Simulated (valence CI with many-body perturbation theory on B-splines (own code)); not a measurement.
**Valence orbitals of Pb67+**

Calculated by valence CI with perturbative core correlation (CI+MBPT): five valence electrons over a frozen Dirac-Fock core [Ne], radial functions for each j: 9 s, 9 p, 8 d, 6 f, 3 g, 1 h, with the one-electron correlation potential Σ1 (screened to all orders), the two-electron term Σ2, the three-electron term Σ3, Breit, model QED; selected single and double excitations, second order for the rest (own B-spline code, finite nucleus).

No measured spectrum was set against this ion. As an estimate, large intervals hold to a few tenths of a per cent, small ones and those within an open d or f shell to about a per cent. Among the levels kept, up to 620 cm⁻¹ of a level comes from second order outside the variational space, and about a tenth of that is noise between levels of different J, which matters for small intervals.

These are the spectroscopic orbitals of the CI (the correlating ones are not listed), shaped by the core and the other valence electrons. h is the expectation value of the core's Dirac-Fock operator, without the valence repulsion; Σ1 is computed up to l = 3 at one energy for each symmetry, that of its lowest orbital but kept below the first core excitation, so for empty shells it is not the orbital's own correlation shift; Breit and QED include the response of the core.

```csv
Orbital,h (hartree),Σ1 (cm⁻¹),Breit (cm⁻¹),QED (cm⁻¹),⟨r⟩ (bohr)
3s1/2,-336.8,-7744,68939,59666,0.1619
4s1/2,-182.61,-2599,26431,23745,0.3019
5s1/2,-114.2,-1191,12520,11579,0.4870
6s1/2,-78.06,-650,6980,6506,0.7157
3p1/2,-329.83,-10234,115948,6000,0.1516
4p1/2,-179.71,-3382,44635,2404,0.2937
5p1/2,-112.74,-1557,21298,1187,0.4804
6p1/2,-77.234,-852,11922,672,0.7109
3p3/2,-307.15,-8153,59471,10001,0.1645
4p3/2,-170.43,-2853,23306,4052,0.3110
5p3/2,-108.08,-1346,12794,2020,0.5021
6p3/2,-74.575,-747,7236,1151,0.7369
3d3/2,-299.23,-10460,51695,-1290,0.1401
4d3/2,-167.38,-2979,18812,-354,0.2893
5d3/2,-106.59,-1334,8956,-146,0.4826
3d5/2,-294.11,-8777,24682,1337,0.1440
4d5/2,-165.18,-2484,8814,701,0.2941
5d5/2,-105.46,-1115,4343,383,0.4884
4f5/2,-163.56,-2459,1890,-321,0.2558
5f5/2,-104.65,-1199,1292,-166,0.4517
4f7/2,-162.61,-2277,604,183,0.2582
5f7/2,-104.16,-1103,408,91.0,0.4544
5g7/2,-103.97,,42.3,-81.9,0.3996
5g9/2,-103.69,,10.0,62.6,0.4013
```

Among the shells of the start configuration 3s2 3p3, Σ1 is largest in size for 3p1/2, where it is 0.014 % of h.

Lowest root of each symmetry, sizes in configuration state functions:

| J | Parity | Roots | Reference | Variational | Second order | Change by selected CI (cm⁻¹) | Change by second order (cm⁻¹) |
| --- | --- | --- | --- | --- | --- | --- | --- |
| 1/2 | even | 5 | 44 | 39998 | 171315 | -20869 | -12 |
| 3/2 | even | 8 | 71 | 39998 | 334360 | -26612 | -70 |
| 5/2 | even | 7 | 74 | 39994 | 418994 | -27276 | -120 |
| 7/2 | even | 4 | 54 | 39999 | 374850 | -26409 | -130 |
| 9/2 | even | 2 | 34 | 39997 | 331532 | -26542 | -61 |
| 1/2 | odd | 7 | 67 | 39988 | 256112 | -20817 | -34 |
| 3/2 | odd | 11 | 110 | 39998 | 559098 | -20598 | -116 |
| 5/2 | odd | 9 | 114 | 40000 | 639593 | -19871 | -391 |
| 7/2 | odd | 6 | 93 | 39994 | 557308 | -22901 | -443 |
| 9/2 | odd | 3 | 57 | 39997 | 500456 | -21884 | -128 |
